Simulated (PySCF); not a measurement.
All values below come from PySCF with PBE-D3(BJ)/def2-TZVP // B3LYP-D3(BJ)/def2-SVP. All species are isolated molecules in the gas phase. One relaxed conformer stands for a flexible species; it need not be the lowest. 

Reference species (SMILES): `[Br][Sn]([Br])([Br])[Br]` (neutral, multiplicity 1).

* **LUMO**: -4.58 eV
* **HOMO**: -7.61 eV

Changed species: `C[CH2][Sn]([Br])([Br])[CH2]C` (C–C–Sn–Br torsion 165°, Br–Sn–C–C torsion -58°) (2 of 4 Br replaced by C2H5; the reference has 0 of 4 Br replaced by C2H5).

**Question.** What does the change do to the LUMO and HOMO?

**Answer.** the LUMO goes up by 2.33 eV, to -2.25 eV; the HOMO rises by 1.08 eV, to -6.53 eV.
